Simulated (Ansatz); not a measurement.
Consider the formal exchange of groups at a Ga–N bond: `C[NH][GaH2]` + `[CH3][SnH3]` → `[CH3][SnH2][GaH2]` + CH₃NH₂.

Gas-phase electronic energies from Ansatz, PBE0-D4/def2-TZVP geometries. CCSD(T)/CBS adds triple-zeta CCSD(T) − MP2 to the extrapolated MP2 energy (def2 sets, frozen cores). Functionals use def2-TZVPP. HSE06 is defined as in plane-wave codes. Elements past krypton have def2 core potentials. For Ga, Sn outer-core shells are correlated without core-valence functions, which leaves a few kJ/mol of doubt a bond. Scalar relativity is left out up to krypton.

`C[NH][GaH2]`:

Z-matrix (Å, degrees):
```
C
N 1 1.443
H 1 1.097 2 112.4
H 1 1.093 2 109.8 3 119.3
H 1 1.097 2 112.4 3 -121.5
Ga 2 1.815 1 127.7 3 -119.3
H 2 1.008 1 113.1 3 60.7
H 6 1.561 2 116.6 1 -180.0
H 6 1.562 2 116.0 1 -0.0
```

`[CH3][SnH3]`:

```xyz
8

C     0.160   -0.529    1.009
Sn   -0.137    0.454   -0.868
H     1.220   -0.534    1.263
H    -0.195   -1.557    0.951
H    -0.390   -0.008    1.793
H     0.426    2.066   -0.782
H     0.717   -0.364   -2.101
H    -1.800    0.471   -1.266
```

`[CH3][SnH2][GaH2]`:

Cartesian coordinates in Å:
```
C -0.296 0.212 -1.768
Sn -0.478 0.605 0.337
Ga 0.948 -0.999 1.843
H -0.906 0.918 -2.331
H 0.744 0.315 -2.077
H -0.630 -0.802 -1.987
H -0.021 2.238 0.611
H -2.141 0.502 0.753
H 1.888 -2.091 1.206
H 0.891 -0.898 3.413
```

CH₃NH₂:

Cartesian coordinates in Å:
```
C 0.189 -0.197 0.498
N 0.010 0.242 -0.875
H -0.699 -0.106 1.141
H 0.994 0.378 0.961
H 0.500 -1.244 0.507
H -0.268 1.214 -0.906
H -0.726 -0.287 -1.326
```

CCSD(T)/CBS gives +4.7 kJ/mol.

(1) Another level gave +10.6 kJ/mol. Which?
A. B97M-V/def2-TZVPP
B. r2SCAN0-D4/def2-TZVPP
C. CAM-B3LYP-D4/def2-TZVPP
D. HSE06-D4/def2-TZVPP

Largest T1 diagnostic among the species: 0.015.

Answers

(1) C. CAM-B3LYP-D4 10.6, HSE06-D4 -2.8, B97M-V 16.7, r2SCAN0-D4 2.3 kJ/mol.

Leaving LDA and LC-ωPBE aside and taking each functional with its dispersion term where it has one, the values spread over 19.5 kJ/mol, from HSE06-D4 to B97M-V. LDA lies +13.9 kJ/mol from PBE without D4. In def2-TZVPP, CCSD(T) changes the Hartree–Fock value by +9.3 kJ/mol (the triples alone add +2.3 kJ/mol) and MP2 by +9.8 kJ/mol.
